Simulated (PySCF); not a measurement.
## Nitrogen: a sound run and one with changed settings

Sound run: N²⁺ [He] 2s2 2p1, N³⁺ [He] 2s2. All numbers are calculated (PySCF 2.14, the non-relativistic Hamiltonian (point nucleus), in cc-pVDZ (3s2p1d, 14 functions)). In the sound run the correlated levels freeze 1s2. The sound run starts from symmetry-adapted Hartree-Fock orbitals and uses a fine grid where one is needed.

Changed run: basis STO-3G. This setting is unsound on purpose.

```tsv
species	method	sound run (hartree)	changed run (hartree)	converged
N²⁺	UHF	-52.80564	-52.12682	yes
N²⁺	B3LYP	-52.94794	-52.25068	yes
N²⁺	M06-2X	-52.94743	-52.26729	yes
N²⁺	MP2	-52.85142	-52.14900	yes
N²⁺	CCSD(T)	-52.88050	-52.16878	yes
N³⁺	UHF	-51.06729	-50.37155	yes
N³⁺	B3LYP	-51.17163	-50.46008	yes
N³⁺	M06-2X	-51.19615	-50.49308	yes
N³⁺	MP2	-51.11349	-50.40619	yes
N³⁺	CCSD(T)	-51.15211	-50.43540	yes
```

Ionisation energy of N²⁺:

```csv
method,sound run (eV),changed run (eV)
UHF,47.303,47.763
B3LYP,48.336,48.725
M06-2X,47.655,48.279
MP2,47.291,47.424
SCS-MP2,47.234,47.357
CCSD,47.017,47.168
CCSD(T),47.032,47.168
```

A minimal basis cannot let orbitals breathe on ionisation and holds almost no correlation.

For comparison, NIST gives 47.445 eV between the lowest levels.
